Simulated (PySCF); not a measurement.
CsCl: script and output

The script input.py:

```python
from pyscf import gto, dft

mol = gto.M(
    atom='Cs 0 0 0; Cl 0 0 2.953',
    basis='lanl2dz',
    ecp={'Cs': 'lanl2dz', 'Cl': 'lanl2dz'},
    charge=0,
    spin=0,
    verbose=4,
)
mf = dft.RKS(mol, xc='lc_wpbe')
mf.kernel()
mf.dip_moment()
print('orbital energies (hartree):', mf.mo_energy[..., max(0, mol.nelec[1]-3):mol.nelec[0]+3].round(4))
```

```bash
$ OMP_NUM_THREADS=1 python input.py
```

It prints:

```
PySCF version 2.14.0

[INPUT] verbose = 4
[INPUT] num. atoms = 2
[INPUT] num. electrons = 16
[INPUT] charge = 0
[INPUT] spin (= nelec alpha-beta = 2S) = 0
[INPUT] symmetry False subgroup None
[INPUT] Mole.unit = angstrom
[INPUT] Symbol           X                Y                Z      unit          X                Y                Z       unit  Magmom
[INPUT]  1 Cs     0.000000000000   0.000000000000   0.000000000000 AA    0.000000000000   0.000000000000   0.000000000000 Bohr   0.0
[INPUT]  2 Cl     0.000000000000   0.000000000000   2.953000000000 AA    0.000000000000   0.000000000000   5.580361245841 Bohr   0.0

nuclear repulsion = 11.2895916992753
number of shells = 9
number of NR pGTOs = 35
number of NR cGTOs = 20
basis = lanl2dz
ecp = {'Cs': 'lanl2dz', 'Cl': 'lanl2dz'}

******** <class 'pyscf.dft.rks.RKS'> ********
method = RKS
initial guess = minao
damping factor = 0
level_shift factor = 0
DIIS = <class 'pyscf.scf.diis.CDIIS'>
diis_start_cycle = 1
diis_space = 8
diis_damp = 0
SCF conv_tol = 1e-09
SCF conv_tol_grad = None
SCF max_cycles = 50
direct_scf = True
direct_scf_tol = 1e-13
XC library pyscf.dft.libxc version 7.0.0
    S. Lehtola, C. Steigemann, M. J.T. Oliveira, and M. A.L. Marques.,  SoftwareX 7, 1–5 (2018)
XC functionals = lc_wpbe
    O. A. Vydrov and G. E. Scuseria.,  J. Chem. Phys. 125, 234109 (2006)
radial grids:
    Treutler-Ahlrichs [JCP 102, 346 (1995); DOI:10.1063/1.469408] (M4) radial grids

becke partition: Becke, JCP 88, 2547 (1988); DOI:10.1063/1.454033
pruning grids: <function nwchem_prune>
grids dens level: 3
symmetrized grids: False
atomic radii adjust function: <function treutler_atomic_radii_adjust>
small_rho_cutoff = 0
Set gradient conv threshold to 3.16228e-05
Initial guess from minao.
tot grids = 42592
init E= -33.2189521558424
  HOMO = -0.0274922341123807  LUMO = 0.00824638609308059  gap/eV = 0.97250
cycle= 1 E= -34.7287859465105  delta_E= -1.51  |g|= 0.621  |ddm|= 3.58
  HOMO = -0.496566508155291  LUMO = -0.039125140372297  gap/eV = 12.44761
cycle= 2 E= -34.9004209848075  delta_E= -0.172  |g|= 0.387  |ddm|= 1.13
  HOMO = -0.30796316598019  LUMO = -0.0194128694890852  gap/eV = 7.85185
cycle= 3 E= -34.9410698720645  delta_E= -0.0406  |g|= 0.0714  |ddm|= 0.353
  HOMO = -0.272486316307866  LUMO = -0.011151199489337  gap/eV = 7.11129
cycle= 4 E= -34.9433367562883  delta_E= -0.00227  |g|= 0.00759  |ddm|= 0.129
  HOMO = -0.272000650157968  LUMO = -0.0119982706331123  gap/eV = 7.07503
cycle= 5 E= -34.9434796867381  delta_E= -0.000143  |g|= 0.00185  |ddm|= 0.0375
  HOMO = -0.272362398153866  LUMO = -0.0122938408003481  gap/eV = 7.07683
cycle= 6 E= -34.9434881705778  delta_E= -8.48e-06  |g|= 0.000305  |ddm|= 0.0115
  HOMO = -0.272200816360792  LUMO = -0.012244311025764  gap/eV = 7.07378
cycle= 7 E= -34.9434882910851  delta_E= -1.21e-07  |g|= 3.06e-05  |ddm|= 0.00112
  HOMO = -0.272232418387388  LUMO = -0.0122476473752764  gap/eV = 7.07455
cycle= 8 E= -34.9434882921147  delta_E= -1.03e-09  |g|= 4.14e-06  |ddm|= 0.000131
  HOMO = -0.272228614795109  LUMO = -0.0122473171255739  gap/eV = 7.07445
cycle= 9 E= -34.9434882921383  delta_E= -2.36e-11  |g|= 7.29e-07  |ddm|= 1.78e-05
  HOMO = -0.272229275819102  LUMO = -0.0122474533812067  gap/eV = 7.07447
Extra cycle  E= -34.9434882921389  delta_E= -5.97e-13  |g|= 3.55e-07  |ddm|= 1.74e-06
converged SCF energy = -34.9434882921389
Dipole moment(X, Y, Z, Debye): -0.00000, -0.00000, -13.16112
orbital energies (hartree): [-0.2723 -0.2722 -0.2722 -0.0122  0.0185  0.0185]
```

In short: E(SCF) = -34.943488 Eh, 9 cycles, μz(SCF) = -13.16 D.

Hardware: Arm Neoverse V2, 1 thread, shared host. Wall time 1.2 s.

Stability towards an unrestricted solution was not tested. The bond length is a typed value, not an optimised one.
